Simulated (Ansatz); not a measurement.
`[OH][GeH]([Cl])[GeH3]` + HBr → `[OH][GeH]([Cl])[Br]` + GeH₄ at 400 K and 1 bar (cleavage of the Ge–Ge bond).

Program: Ansatz. Geometries: PBE0-D4/def2-TZVP. ΔE: electronic, gas phase. CCSD(T)/CBS adds triple-zeta CCSD(T) − MP2 to the extrapolated MP2 energy (def2 sets, frozen cores). For Br, Ge outer-core shells are correlated without core-valence functions, which leaves a few kJ/mol of doubt a bond. Scalar relativity is left out up to krypton. One conformer a species, not always the lowest.

```
                species  CCSD(T)/CBS energy (Eh)  H − E (kJ/mol)  S (J/(mol·K))
`[OH][GeH]([Cl])[GeH3]`              -4690.25241           158.7          417.7
                    HBr              -2573.91920            27.6          207.2
  `[OH][GeH]([Cl])[Br]`              -5185.69710            92.3          376.2
                   GeH₄              -2078.49493            93.6          231.8
```

H − E and S are ideal-gas, rigid-rotor, harmonic terms from PBE0-D4/def2-TZVP, for one conformer and one mirror image of each species. 1 Eh = 2625.50 kJ/mol, R = 8.31446 J/(mol·K).

By hand: ΔE, ΔH, ΔS and ΔG.

ΔE = (-5185.69710) + (-2078.49493) − (-4690.25241) − (-2573.91920) = -0.02042 Eh = -53.6 kJ/mol. Δ(H − E) = 92.3 + 93.6 − 158.7 − 27.6 = -0.4, so ΔH = -54.0 kJ/mol. ΔS = 376.2 + 231.8 − 417.7 − 207.2 = -16.9 J/(mol·K). ΔG = -54.0 − 400 × (-16.9)/1000 = -47.2 kJ/mol.

By hand: the equilibrium constant, and the temperature at which ΔG would vanish if ΔH and ΔS stayed fixed.

log₁₀ K = −ΔG/(RT ln 10) = 6.2. ΔG = 0 at ΔH/ΔS = 3195 K, far beyond where these terms or the molecules hold.

ΔH outweighs TΔS. A doubt of 5 kJ/mol in ΔE shifts log₁₀ K by 0.7 here. Other conformers and mirror images would add mixing entropy, several J/(mol·K) or more a flexible species. These are equilibria of isolated gas molecules and say nothing of rates. Largest T1 diagnostic: 0.012 (customary marks: 0.02 for closed shells, 0.045 for open ones).
